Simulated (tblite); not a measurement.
Compound: C₂H₁₆Si₅.
Geometry (GFN2-xTB, Å), atoms numbered from 1 in this order:
```xyz
23
C2H16Si5 angstrom
Si     3.6970    0.1946   -0.0682
C      1.9005   -0.2980   -0.4087
Si     0.6196    0.5788    0.6806
C     -1.1632    0.0248    0.2752
Si    -2.3587    0.9641    1.4225
Si    -1.3605   -1.8479    0.5625
Si    -1.5895    0.4258   -1.5377
H      3.8796    1.6282   -0.3028
H      4.5956   -0.5426   -0.9647
H      4.0558   -0.1219    1.3157
H      1.7998   -1.3749   -0.2762
H      1.6719   -0.0993   -1.4555
H      0.9183    0.2891    2.0938
H      0.7416    2.0333    0.4818
H     -3.7464    0.5744    1.1509
H     -2.0605    0.6679    2.8269
H     -2.2361    2.4106    1.2179
H     -0.5353   -2.6189   -0.3752
H     -0.9565   -2.2050    1.9265
H     -2.7556   -2.2556    0.3661
H     -1.3651    1.8482   -1.8168
H     -0.7631   -0.3582   -2.4637
H     -2.9937    0.1096   -1.8197
```

All values are computed: GFN2-xTB (tblite) harmonic vibrations without scaling, gas phase. Against measured fundamentals such values can be off by several per cent, at times by over 20. Modes of hydrogen on silicon can be 10 to 20 % off. One conformer, not necessarily the lowest.

Harmonic wavenumbers (cm⁻¹): 31.0, 41.4, 78.1, 109.4, 134.3, 138.4, 141.6, 148.9, 154.0, 155.6, 193.6, 204.1, 227.5, 416.1, 440.3, 492.5, 499.8, 509.6, 510.2, 513.1, 526.0, 527.2, 528.3, 581.9, 689.8, 712.5, 718.9, 772.2, 778.0, 780.6, 782.1, 782.8, 791.0, 792.6, 794.0, 796.7, 802.5, 804.8, 814.0, 821.3, 835.6, 862.6, 866.9, 868.2, 1020.7, 1136.5, 1457.3, 2162.4, 2186.9, 2201.6, 2215.2, 2216.1, 2222.7, 2226.5, 2231.7, 2236.5, 2244.0, 2245.9, 2247.4, 2256.1, 2259.1, 2976.1, 2985.4.

A = 1449, B = 500.8, C = 496.9 MHz; mass 180.010 u (most abundant isotopes); point group Cs, symmetry number 1.

Task: Zero-point energy?

Result: Half the sum of the wavenumbers: 31949 cm⁻¹ = 91.35 kcal/mol.

Task: What is S at 350 K and 1 bar for an ideal gas of classical rigid rotors and harmonic oscillators?

Result: Translation 42.29, rotation 31.64, vibration 61.45: S = 135.4 cal/(mol K).

Task: And Cp and H(350 K) − H(0)?

Result: Cp = 67.43 cal/(mol K), of which vibrations give 59.48 (their classical limit is 63 R = 125.2); H(350 K) − H(0) = 13.80 kcal/mol without the zero-point energy, 11.02 from vibrations.

Task: What must be added to the electronic energy to get the Gibbs energy at 350 K and 1 bar?

Result: ZPE + [H(350 K) − H(0)] − T·S = 91.35 + 13.80 − 47.39 = 57.76 kcal/mol.

Task: Which modes carry the vibrational entropy at 350 K?

Result: 31.0 cm⁻¹: 6.08; 41.4 cm⁻¹: 5.51; 78.1 cm⁻¹: 4.25; 109.4 cm⁻¹: 3.59; 134.3 cm⁻¹: 3.19; 138.4 cm⁻¹: 3.13 cal/(mol K); the other 57 give 35.69 together.

Task: Blend soft modes into free rotors: weight 1/[1 + (100 cm⁻¹/ν̃)⁴] for the oscillator and the rest for a rotor with moment μB/(μ + B), μ = h/(8π²ν), B = 10⁻⁴⁴ kg m². What vibrational entropy results?

Result: 56.54 cal/(mol K) in place of 61.45, which changes −T·S at 350 K by +1.72 kcal/mol.

Task: How do the functions run with temperature in this model?

Result: 
| T (K) | S (cal/(mol K)) | Cp (cal/(mol K)) | H − H(0) (kcal/mol) | G − H(0) (kcal/mol) | ln q(vib) |
| --- | --- | --- | --- | --- | --- |
| 150 | 92.9 | 35.5 | 3.32 | -10.62 | 5.81 |
| 250 | 115.2 | 52.9 | 7.74 | -21.04 | 10.50 |
| 298.15 | 125.1 | 60.5 | 10.48 | -26.83 | 12.72 |
| 400 | 144.8 | 73.1 | 17.32 | -40.59 | 17.33 |
| 600 | 177.8 | 89.7 | 33.73 | -72.96 | 25.83 |
| 900 | 217.3 | 105.0 | 63.13 | -132.48 | 37.09 |

q(vib) and H(0) count from the zero-point level.

Hindered rotation and anharmonicity are outside this model. Other conformers, if any are populated, would add a mixing term that is left out.
